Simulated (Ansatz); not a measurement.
```yaml
atoms:
  - { symbol: C, position_ang: [0.0000, 1.4000, 0.0000] }
  - { symbol: C, position_ang: [1.2124, 0.7000, 0.0000] }
  - { symbol: C, position_ang: [1.2124, -0.7000, 0.0000] }
  - { symbol: C, position_ang: [0.0000, -1.4000, 0.0000] }
  - { symbol: C, position_ang: [-1.2124, -0.7000, 0.0000] }
  - { symbol: C, position_ang: [-1.2124, 0.7000, 0.0000] }
  - { symbol: C, position_ang: [2.4249, 1.4000, 0.0000] }
  - { symbol: C, position_ang: [3.6373, 0.7000, 0.0000] }
  - { symbol: C, position_ang: [3.6373, -0.7000, 0.0000] }
  - { symbol: C, position_ang: [2.4249, -1.4000, 0.0000] }
  - { symbol: H, position_ang: [0.0000, -2.4850, 0.0000] }
  - { symbol: H, position_ang: [-2.1521, -1.2425, 0.0000] }
  - { symbol: H, position_ang: [2.4249, 2.4850, 0.0000] }
  - { symbol: H, position_ang: [4.5769, 1.2425, 0.0000] }
  - { symbol: H, position_ang: [4.5769, -1.2425, 0.0000] }
  - { symbol: H, position_ang: [2.4249, -2.4850, 0.0000] }
```

Basis set: def2-TZVP (spherical functions). Charge 0, multiplicity 1.

Computed with Ansatz (development build ahead of 0.2.0); each method stands on the lowest determinant of its kind that the runs found. Restricted functionals stand beside restricted open-shell atoms, which can lie above the unrestricted atoms usual in DFT and then raise those values.

Problem. Give the atomization energy at this shape (free ground-state atoms in the same class of orbitals less the molecule, no zero-point energy) of singlet C10H6 by ωB97X (restricted), PBE0 (unrestricted), PBE0 (restricted), RHF.

Solution.

| method | atomization energy |
| --- | --- |
| ωB97X (restricted) | 83.72 eV |
| PBE0 (unrestricted) | 85.23 eV |
| PBE0 (restricted) | 85.37 eV |
| RHF | 60.74 eV |

Caution for PBE0 (unrestricted): the unrestricted determinant is spin contaminated. Caution for PBE0 (restricted): an unrestricted determinant lies well below. Caution for RHF: in another basis set an unrestricted determinant lies well below.

The shape needn't be a minimum at these levels.
